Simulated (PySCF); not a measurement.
AlF3, charge -1, doublet, at a GFN2-xTB geometry (such geometries of metal compounds can be far from the true shape) (a state made from the parent by changing its charge; the spin is typed, not shown lowest) (in this run its highest filled SCF level lies above zero, so its values depend strongly on the basis, on diffuse functions most of all). Base run: PBE/def2-SVP in PySCF.

The PySCF input:
```python
from pyscf import gto, scf, dft, solvent

mol = gto.Mole()
mol.atom = '''
    Al    0.000000    0.000000   -0.000000
    F    -1.490246   -0.955511    0.061260
    F    -0.022728    1.633369   -0.684964
    F     1.512974   -0.677858    0.623704
'''
mol.basis = 'def2-svp'
mol.charge = -1
mol.spin = 1
mol.verbose = 4
mol.build()

mf = dft.UKS(mol)
mf.xc = 'pbe'
mf.kernel()
```

The base run was repeated with changes; each row names its change, and settings that it needs were set with it.

```
change                                                ΔE vs base (kcal/mol)
----------------------------------------------------  ---------------------
base                                                                  0.000
model = IEF-PCM; solvent = water; r_probe = 0.5                      -49.62
model = IEF-PCM; solvent = n-hexane                                  -26.82
model = IEF-PCM; solvent = tetrahydrofuran                           -49.73
model = IEF-PCM; solvent = water; lebedev_order = 11                 -56.37
model = IEF-PCM; solvent = water; vdw_scale = 1.1                    -59.40
model = IEF-PCM; solvent = water; vdw_scale = 1.0                    -62.66
model = ddCOSMO; solvent = water                                     -54.74
model = C-PCM; solvent = water                                       -56.82
model = IEF-PCM; solvent = water; lebedev_order = 41                 -56.86
model = IEF-PCM; solvent = water                                     -56.82
model = IEF-PCM; solvent = acetonitrile                              -55.93
```

The base is the gas phase, so ΔE is the electrostatic part of solvation at a fixed geometry, without cavity and dispersion terms.

Open shells are given as the SCF converged; they aren't shown to be the lowest states, and a large step between rows can be another state.

The gas-phase anion may not be bound at this level, which the solvent then changes.
